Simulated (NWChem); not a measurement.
SiH$_{3}$S$_{3}$F; SMILES F[Si](S)(S)S

```xyz
8

F      0.0000     0.0000    -1.7743
Si     0.0000     0.0000    -0.1502
S     -0.6026     1.9113     0.5450
S     -1.3539    -1.4775     0.5450
S      1.9565    -0.4337     0.5450
H      0.2831     2.5776    -0.2320
H     -2.3738    -1.0436    -0.2320
H      2.0907    -1.5340    -0.2320
```
Atoms are numbered in this order, from 1.

Program: NWChem. Geometry: optimised at PBE0/def2-SVP. Level: M05-2X/def2-SVP with SMD (1 M gas to 1 M solution), gas-phase geometry. Reactions with the solvent are ignored.

Problem. Among these, which solvent gives the highest value of “solvation free energy (kcal/mol)”?
A) water
B) ethanol
C) diethyl ether
D) anisole

Solution. A, water. Values: ethanol -7.9; diethyl ether -7.2; anisole -6.6; water -3.4
